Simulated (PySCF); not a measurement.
C₂H₆BO₂, multiplicity 2. Atoms are numbered in the order given.

```xyz
11

C      1.9487     0.5310     0.3502
O      1.3198    -0.6478    -0.1390
B     -0.0115    -0.7485    -0.2867
O     -0.8713     0.2504     0.0229
C     -2.2744     0.1428    -0.1181
H      1.2145     1.2229     0.7902
H      2.6887     0.2438     1.1122
H      2.4723     1.0363    -0.4768
H     -2.7515     0.2967     0.8627
H     -2.6314     0.9236    -0.8081
H     -2.5679    -0.8442    -0.5095
```
Charge 0, spin multiplicity 2.

The structure is a stationary point at ωB97X-D3(BJ)/def2-SVP. The isomer is the one that the SMILES or the coordinates give; other isomers of the formula were not compared. Other conformers were not sampled.

Calculation: ωB97X-D3(BJ)/def2-SVP (PySCF 2.14.0).

No scaling factor is applied to the harmonic values.

A small imaginary wavenumber (i) marks a very flat motion, where grid noise or a shallow saddle decides the sign.

```json
[
 {"mode": "1", "ν (cm⁻¹)": "15i", "IR (km/mol)": "0.2", "moving atoms (share of kinetic energy)": "H 95 %"},
 {"mode": "2", "ν (cm⁻¹)": "60", "IR (km/mol)": "0.2", "moving atoms (share of kinetic energy)": "H 89 %"},
 {"mode": "3", "ν (cm⁻¹)": "125", "IR (km/mol)": "6.3", "moving atoms (share of kinetic energy)": "O 56 %, H 22 %, C 21 %"},
 {"mode": "4", "ν (cm⁻¹)": "184", "IR (km/mol)": "8.1", "moving atoms (share of kinetic energy)": "C 45 %, H 28 %, O 16 %, B 10 %"},
 {"mode": "5", "ν (cm⁻¹)": "313", "IR (km/mol)": "3.6", "moving atoms (share of kinetic energy)": "O 45 %, C 29 %, H 20 %"},
 {"mode": "6", "ν (cm⁻¹)": "321", "IR (km/mol)": "2.8", "moving atoms (share of kinetic energy)": "B 57 %, O 33 %"},
 {"mode": "7", "ν (cm⁻¹)": "579", "IR (km/mol)": "17.9", "moving atoms (share of kinetic energy)": "O 59 %, B 16 %, C 15 %, H 10 %"},
 {"mode": "8", "ν (cm⁻¹)": "978", "IR (km/mol)": "0.7", "moving atoms (share of kinetic energy)": "B 36 %, C 34 %, O 20 %, H 10 %"},
 {"mode": "9", "ν (cm⁻¹)": "1064", "IR (km/mol)": "106.6", "moving atoms (share of kinetic energy)": "C 38 %, O 36 %, B 17 %, H 9 %"},
 {"mode": "10", "ν (cm⁻¹)": "1173", "IR (km/mol)": "11.3", "moving atoms (share of kinetic energy)": "H 64 %, C 22 %, O 11 %"},
 {"mode": "11", "ν (cm⁻¹)": "1180", "IR (km/mol)": "4.2", "moving atoms (share of kinetic energy)": "H 77 %, C 18 %"},
 {"mode": "12", "ν (cm⁻¹)": "1193", "IR (km/mol)": "24.3", "moving atoms (share of kinetic energy)": "H 71 %, C 19 %"},
 {"mode": "13", "ν (cm⁻¹)": "1195", "IR (km/mol)": "1.1", "moving atoms (share of kinetic energy)": "H 77 %, C 18 %"},
 {"mode": "14", "ν (cm⁻¹)": "1312", "IR (km/mol)": "100.4", "moving atoms (share of kinetic energy)": "O 54 %, C 18 %, B 17 %, H 11 %"},
 {"mode": "15", "ν (cm⁻¹)": "1413", "IR (km/mol)": "457.3", "moving atoms (share of kinetic energy)": "H 48 %, B 25 %, O 14 %, C 13 %"},
 {"mode": "16", "ν (cm⁻¹)": "1475", "IR (km/mol)": "4.8", "moving atoms (share of kinetic energy)": "H 89 %, C 9 %"},
 {"mode": "17", "ν (cm⁻¹)": "1482", "IR (km/mol)": "3.7", "moving atoms (share of kinetic energy)": "H 97 %"},
 {"mode": "18", "ν (cm⁻¹)": "1484", "IR (km/mol)": "4.7", "moving atoms (share of kinetic energy)": "H 96 %"},
 {"mode": "19", "ν (cm⁻¹)": "1487", "IR (km/mol)": "3.3", "moving atoms (share of kinetic energy)": "H 96 %"},
 {"mode": "20", "ν (cm⁻¹)": "1492", "IR (km/mol)": "12.0", "moving atoms (share of kinetic energy)": "H 93 %"},
 {"mode": "21", "ν (cm⁻¹)": "1547", "IR (km/mol)": "327.3", "moving atoms (share of kinetic energy)": "H 40 %, B 35 %, O 23 %"},
 {"mode": "22", "ν (cm⁻¹)": "3059", "IR (km/mol)": "62.5", "moving atoms (share of kinetic energy)": "H 97 %"},
 {"mode": "23", "ν (cm⁻¹)": "3067", "IR (km/mol)": "37.3", "moving atoms (share of kinetic energy)": "H 98 %"},
 {"mode": "24", "ν (cm⁻¹)": "3161", "IR (km/mol)": "21.8", "moving atoms (share of kinetic energy)": "H 90 %, C 10 %"},
 {"mode": "25", "ν (cm⁻¹)": "3162", "IR (km/mol)": "17.4", "moving atoms (share of kinetic energy)": "H 90 %, C 10 %"},
 {"mode": "26", "ν (cm⁻¹)": "3166", "IR (km/mol)": "23.6", "moving atoms (share of kinetic energy)": "H 90 %, C 10 %"},
 {"mode": "27", "ν (cm⁻¹)": "3179", "IR (km/mol)": "15.9", "moving atoms (share of kinetic energy)": "H 90 %, C 10 %"}
]
```
